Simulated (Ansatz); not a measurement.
Species: BSiH₄, charge 0, doublet. BSiH4 (SMILES [SiH3][BH], doublet).
B3LYP-D3(BJ)/def2-TZVP minimum from Ansatz (a first-principles code):
```xyz
6

B     -0.7704    -1.2627     0.1402
H     -1.7568    -1.8131    -0.2149
Si     0.2808     0.3996    -0.0317
H     -0.0549     1.1764     1.1926
H     -0.0013     1.2532    -1.2175
H      1.7337     0.1023    -0.0182
```
Charge 0, spin multiplicity 2.

Total energies in cc-pV(T+d)Z, 11 correlated electrons, 6 frozen orbitals. UHF or UKS for unpaired electrons; spin-orbit terms are left out. Cores are frozen in correlated methods. No relativity.

```json
[
 {"method": "HF", "program": "Ansatz", "energy (Eh)": "-315.87249", "minus CCSDT(Q) (mEh)": "252.30"},
 {"method": "MP2", "program": "Ansatz", "energy (Eh)": "-316.07521", "minus CCSDT(Q) (mEh)": "49.59"},
 {"method": "CCSD", "program": "Ansatz", "energy (Eh)": "-316.11606", "minus CCSDT(Q) (mEh)": "8.74"},
 {"method": "CCSD(T)", "program": "Ansatz", "energy (Eh)": "-316.12323", "minus CCSDT(Q) (mEh)": "1.56"},
 {"method": "CCSDT(Q)", "program": "Ansatz", "energy (Eh)": "-316.12479", "minus CCSDT(Q) (mEh)": "0.00"}
]
```

Rough core times of Ansatz's runs on a shared machine: CCSD(T) 30 s, CCSDT(Q) 2 h.
